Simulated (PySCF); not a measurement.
Compound: C6H12P (charge +1).
Geometry (GFN2-xTB, Å), atoms numbered from 1 in this order:
```
atom  x, y, z in Å
C1    -1.3831   -1.4891   -0.7572
C2    -1.5516   -0.2504   -0.3064
C3    -2.8490    0.3830    0.0815
P4    -0.1255    0.8329   -0.0980
C5     1.4506    0.1516   -0.5998
C6     2.6972    0.6498    0.0937
C7     2.1855   -0.7130    0.4004
H8    -0.4148   -1.8873   -1.0137
H9    -2.2221   -2.1530   -0.8841
H10   -2.8440    0.6570    1.1375
H11   -3.6726   -0.3041   -0.0910
H12   -3.0271    1.2900   -0.4975
H13   -0.0330    1.2114    1.2242
H14   -0.3751    2.0215   -0.7552
H15    1.5091   -0.1006   -1.6535
H16    2.6037    1.4186    0.8476
H17    3.5886    0.7446   -0.5067
H18    1.7311   -0.8857    1.3666
H19    2.7224   -1.5678    0.0194
```

Computed with PySCF, TDDFT CAM-B3LYP/def2-SVPD, vertical, gas phase, core orbitals frozen in the response.

Transition dipole moments from the ground state, in atomic units and in the frame of the coordinates above (overall signs are arbitrary), for the states with f of 0.002 or more among the lowest 7:

| state | E (hartree) | μx | μy | μz |
| --- | --- | --- | --- | --- |
| S1 | 0.2560 | 0.246 | 1.181 | 0.430 |
| S2 | 0.2707 | -0.041 | -0.328 | -0.221 |
| S5 | 0.2938 | -0.101 | 0.238 | -0.013 |
| S6 | 0.3039 | 0.240 | -0.171 | -0.017 |
| S7 | 0.3064 | -0.116 | -0.012 | -0.027 |

(1) Work out the oscillator strengths.

(2) Which bond between heavy atoms lies closest to the direction of the S1 transition dipole?

(3) What angle do the transition dipoles of S1 and S2 make?

(4) How is the summed strength of these states shared among x, y and z?

(5) What peak molar absorption coefficient would the strongest computed level give as a lone Gaussian band 0.4 eV wide at half height?

Answers

(1) f = (2/3) ΔE |μ|² with ΔE in hartree (27.2114 eV).

```csv
state,|μ|² (au),|μ| (D),f
S1,1.640,3.26,0.280
S2,0.158,1.01,0.029
S5,0.067,0.66,0.013
S6,0.087,0.75,0.018
S7,0.014,0.30,0.003
```

(2) C1–C2, at 18° from it; next C6–C7 at 33°.

(3) |cos θ| = |μa·μb| / (|μa| |μb|) = 0.97, so θ ≈ 15° (taken between 0 and 90°, since the signs are arbitrary).

(4) (2/3) Σ ΔE μα² gives 0.027 for x, 0.275 for y and 0.041 for z, 0.342 in all.

(5) ε(max) = 2.175×10⁸ f / FWHM, with the width in cm⁻¹. S1: 2.175×10⁸ × 0.2799 / 3226 ≈ 19000 L mol⁻¹ cm⁻¹.

On one thread of an Intel Xeon Platinum 8488C, on a shared host, this took 48 s wall and 1.1 GiB of memory at its peak.

One conformer stands for the species.
